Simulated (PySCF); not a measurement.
Al(Me)(F)2 (CH₃AlF₂), SMILES [F][Al]([F])[CH3].

Geometry optimised at B3LYP-D3(BJ)/def2-SVP. The isomer is the one that the SMILES or the coordinates give; other isomers of the formula were not compared.

Two levels are set side by side: PBE/def2-TZVPD (PySCF) and r2SCAN/def2-TZVPD (PySCF). Same geometry, gas phase. Differences are taken from unrounded values.

| quantity | r2SCAN | PBE | PBE minus r2SCAN |
|---|---|---|---|
| orbital gap (eV) | 7.12 | 6.33 | -0.78 |
| highest occupied level (eV) | -8.25 | -8.00 | 0.25 |
| lowest empty level (eV) | -1.14 | -1.67 | -0.53 |
| dipole moment (D) | 2.35 | 2.39 | 0.04 |
| mean polarisability (bohr³) | 36.7 | 38.6 | 1.9 |

Rough cost on one machine, each run with all the roots and properties that it gave: r2SCAN against PBE about 4 times.
